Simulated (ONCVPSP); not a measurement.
nickel (Ni): one change to an ONCV potential, before and after

ONCVPSP 4.0.1 input, shortened (lines: element, Z, core and valence counts, functional; n l f; lmax; l rc ep ncon nbas qcut; lloc lpopt rc5 dvloc0; l nproj debl; icmod fcfact rcfact), revPBE, fully relativistic:

```
  Ni 28.00    3    3  -102130      upf
    1    0    2.00
    2    0    2.00
    2    1    6.00
    3    0    2.00
    3    1    6.00
    3    2    8.00
    2
    0    1.20    0.00    5    9    7.60
    1    1.25    0.00    4    7    8.70
    2    0.95    0.00    4    9   14.00
    4    1    0.80    0.00
    0    1    3.50
    1    2    3.30
    2    1    2.20
    3    5.00    1.80
```

Open shells are filled in proportion to 2j + 1.

In the p channel the program set the typed energies aside and used -3.318, 0.250 Ha (j = l + 1/2; the other j can differ).

All-electron outer shells of the reference configuration (revPBE, scalar-relativistic, ld1.x):

```json
{"shell": "3s", "level (eV)": "-130.73", "outermost node (bohr)": "0.30", "outermost maximum (bohr)": "0.64"}
{"shell": "3p", "level (eV)": "-91.03", "outermost node (bohr)": "0.27", "outermost maximum (bohr)": "0.65"}
{"shell": "3d", "level (eV)": "-28.24", "outermost node (bohr)": "–", "outermost maximum (bohr)": "0.63"}
```

Change: s: qcut 9.4; p: qcut 10.8; d: qcut 17.4.

Cutoffs: the cutoffs (Ha) at which the residual kinetic energy of the hardest occupied pseudo-wave falls to 1 and 0.1 mHa per electron; they do not see the model core or the augmentation charge, which bear on the density cutoff. Errors are all-electron minus pseudo energies relative to the spin-unpolarised reference configuration.

Task: How do hardness, ghosts and transferability respond?

Result: The potential gets neither clearly harder nor softer (87 Ha and 146 Ha → 109 Ha and 125 Ha); of the 4 tests that both files solve, the error grows in 1 and shrinks in 3 by more than 15 % and 0.3 meV (median size 541.5 → 370.1 meV); neither file shows a bound ghost.

| quantity | base | changed |
| --- | --- | --- |
| cutoff, loose | 87 Ha | 109 Ha |
| cutoff, tight | 146 Ha | 125 Ha |
| loose cutoff by channel | s 46 Ha, p 35 Ha, d 87 Ha | s 37 Ha, p 41 Ha, d 109 Ha |
| bound ghosts | none | none |
| GHOST(+) flags under 300 eV | none | none |
| error for 3s2 3p6 3d8 4s2, meV [ΔE -26.40 eV] | +898 | +615 |
| error for 3s2 3p6 3d8 4s1, meV [ΔE -17.18 eV] | +585 | +400 |
| error for 3s2 3p6 3d7, meV [ΔE 37.35 eV] | +1.4 | +1.7 |
| error for 3s2 3p6 3d8 4s1 4p1, meV [ΔE -21.83 eV] | +498 | +340 |
| s: phases at 1.22 bohr within 0.05 rad from the reference energy up to (Ha; the scan ends near 5) | -1.3 | -0.9 |
| p3/2: phases at 1.27 bohr within 0.05 rad from the reference energy up to (Ha; the scan ends near 5) | to the end of the scan | to the end of the scan |
| p1/2: phases at 1.27 bohr within 0.05 rad from the reference energy up to (Ha; the scan ends near 5) | to the end of the scan | to the end of the scan |
| d5/2: phases at 0.97 bohr within 0.05 rad from the reference energy up to (Ha; the scan ends near 5) | 4.4 | 4.8 |
| d3/2: phases at 0.97 bohr within 0.05 rad from the reference energy up to (Ha; the scan ends near 5) | 4.4 | 4.8 |
| rms error of d²Exc/dni dnj with the model core, mHa | 4.64 | 4.78 |
